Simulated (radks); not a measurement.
Pd IX, configuration [Kr] 4d2 (the NIST ground configuration).

All-electron calculation, scalar-relativistic Kohn-Sham, exchange-only LDA, spin-polarised, spherical densities, point nucleus; open shells are filled with parallel spins first (spin-orbit coupling, left out, can overturn this in heavy ions). Program: a radial shooting solver on a logarithmic mesh with Libxc functionals.

Energy parts (eV):
part                   energy
total             -136587.541
kinetic            141748.308
electron-nucleus  -324784.783
Hartree             49989.073
exchange            -3540.140

Orbitals (lengths in bohr, moments of r in powers of bohr; r(max) is where P^2 peaks; r(90%) holds 90 % of the orbital's charge):
orbital  occ.  eigenvalue (eV)  r(90%)      <r^4>     <r^2>   r(max)
1s up       1        -24280.49  0.0572  4.900e-06  0.001374  0.02068
1s down     1        -24280.48  0.0572  4.900e-06  0.001374  0.02068
2s up       1        -3671.978   0.214  0.0008775   0.02260   0.1170
2s down     1        -3671.416   0.214  0.0008774   0.02260   0.1169
2p up       3        -3309.339   0.196  0.0006279   0.01779  0.09342
2p down     3        -3308.896   0.196  0.0006278   0.01778  0.09342
3s up       1        -779.2110   0.559    0.04164    0.1648   0.3419
3s down     1        -778.7994   0.559    0.04155    0.1646   0.3420
3p up       3        -660.0814   0.570    0.04459    0.1664   0.3348
3p down     3        -659.6330   0.570    0.04446    0.1663   0.3349
3d up       5        -470.7388   0.565    0.04311    0.1516   0.2812
3d down     5        -470.1503   0.565    0.04290    0.1514   0.2813
4s up       1        -220.9939    1.30      1.218    0.9170   0.8348
4s down     1        -218.4570    1.29      1.212    0.9143   0.8332
4p up       3        -184.5381    1.40      1.629     1.050   0.8810
4p down     3        -181.9270    1.40      1.626     1.048   0.8791
4d up       2        -129.4975    1.63      2.959     1.380   0.9753
4d down     0        -126.8364    1.63      2.982     1.382   0.9731

The highest occupied level is 4d up at -129.50 eV. For comparison, the ionisation energy in NIST's Atomic Spectra Database is 141 eV (theoretical). In exact Kohn-Sham theory the highest level is minus the ionisation energy, but local and semilocal functionals leave it too shallow, through self-interaction and a potential that decays too fast; potentials with the right tail come closer. The density falls to 0.001 e/bohr^3 at r = 2.38 bohr. Spin moment in Bohr magnetons: 2.
